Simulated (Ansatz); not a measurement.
Basis sets compared for the cluster Te2Pb. Charge 0, multiplicity 1. Geometry r2SCAN-D4/def2-SVP. Ansatz on 4 threads of Arm Neoverse V1 on a shared host; times are rough, and most runs start from earlier orbitals.

Cartesian coordinates in Å:
```
Pb 1.5733 0.0562 -0.4685
Te -1.1799 0.5028 -1.0228
Te -0.3933 -0.5590 1.4913
```

In the def2 sets Pb, Te take a core potential; there is no spin–orbit coupling. The structure comes from a short search, and lower isomers may exist.

Binding counts from free atoms (Pb triplet, Te triplet) in the same basis, without a counterpoise term.

```
              level  functions  energy (Eh)  HOMO (eV)  LUMO (eV)  binding per atom (eV)  wall time
    PBE-D4/def2-SVP         78    -729.0345      -4.45      -3.41                   2.25      0.6 s
   PBE-D4/def2-TZVP        150    -729.0637      -4.53      -3.46                   2.29      1.1 s
r2SCAN-D4/def2-TZVP        150    -729.3335      -4.72      -3.38                   2.09      2.6 s
   PBE0-D4/def2-SVP         78    -729.0334      -5.37      -2.87                   2.07      1.1 s
  PBE0-D4/def2-TZVP        150    -729.0603      -5.42      -2.89                   2.12      1.9 s
```

(1) Estimate the rows for PBE-D4/def2-TZVPD, r2SCAN-D4/def2-TZVPD, PBE0-D4/def2-TZVPD.

Answers

(1) 
```
               level  functions  energy (Eh)  HOMO (eV)  LUMO (eV)  binding per atom (eV)  wall time
   PBE-D4/def2-TZVPD        174    -729.0645      -4.56      -3.48                   2.30      1.7 s
r2SCAN-D4/def2-TZVPD        174    -729.3343      -4.74      -3.39                   2.10      3.4 s
  PBE0-D4/def2-TZVPD        174    -729.0611      -5.44      -2.90                   2.13      2.5 s
```
